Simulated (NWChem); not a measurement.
System: CH3FOSn, singlet; SMILES C[O][Sn][F]

```xyz
7

Sn     0.2425     0.6070     0.0000
F     -1.7036     0.3150     0.0000
O      0.7032    -1.3247     0.0000
C     -0.1890    -2.4043     0.0000
H     -0.0200    -3.0385    -0.8893
H     -0.0200    -3.0385     0.8893
H     -1.2452    -2.0829     0.0000
```
Atoms are numbered in this order, from 1.

Low-valent species are run as closed-shell singlets; no triplet was tried in these runs. Structure relaxed at the PBE0/def2-SVP level. Not confirmed as a minimum by frequencies. def2 effective core potentials on Sn; no spin-orbit coupling.

Symmetry labels are those of Cs in the frame above (b1 and b2, or b-type labels, depend on it).

Question: List the 4 lowest vertical singlet excitations from PBE0/def2-SVPD with def2 effective core potentials on Sn, TDA (NWChem).

Answer: 
```csv
state,energy (eV),oscillator strength,symmetry,leading excitation (squared amplitude)
S1,4.19,0.020,a",HOMO → LUMO (0.94)
S2,4.78,0.069,a',HOMO−1 → LUMO (0.93)
S3,5.66,0.133,a",HOMO−2 → LUMO (0.89)
S4,6.11,0.005,a",HOMO−1 → LUMO+1 (0.99)
```
